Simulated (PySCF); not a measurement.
# CuS: energy against distance

Set-up: Cu cc-pVDZ-PP with ECP10, S cc-pV(D+d)Z; scalar-relativistic core potentials (PySCF 2.14). Energies in eV from Cu (3d10 4s1) + S in their ground configurations at the same level. State: ²Π (doublet), unpaired electrons π ↑.

All columns are PBE0. A positive dipole means Cu(−)S(+).

```tsv
R (Å)	E (eV)	μ (D)	Mulliken charge on Cu (basis-dependent)	HOMO (eV)	LUMO (eV)	Mayer bond order	⟨S²⟩
1.768	-2.028	-3.58	0.16	-6.22	-3.73	1.94	0.75
1.850	-2.565	-3.74	0.18	-6.17	-3.69	1.79	0.76
1.933	-2.851	-3.88	0.20	-6.14	-3.65	1.65	0.76
1.994	-2.949	-3.98	0.22	-6.11	-3.61	1.55	0.76
2.056	-2.975	-4.07	0.23	-6.09	-3.57	1.46	0.76
2.118	-2.947	-4.16	0.24	-6.06	-3.53	1.39	0.76
2.200	-2.850	-4.28	0.26	-6.03	-3.46	1.29	0.76
2.303	-2.669	-4.44	0.27	-6.00	-3.38	1.20	0.76
2.426	-2.402	-4.64	0.29	-5.95	-3.29	1.12	0.76
2.591	-2.017	-4.90	0.31	-5.88	-3.17	1.04	0.77
```

A fit through these points gives, at Re = 2.051 Å, μ = -4.06 D and dμ/dR = -1.48 D/Å; the reduced mass is 21.2 u.

How strong is the fundamental in the double-harmonic approximation, I = 42.26·(dμ/dR)²/μred km/mol?

I = 42.26·(-1.48)²/21.2 = 4.37 km/mol at PBE0.

With d or f electrons several states lie close, and the lowest PBE0 determinant need not be the measured ground state.
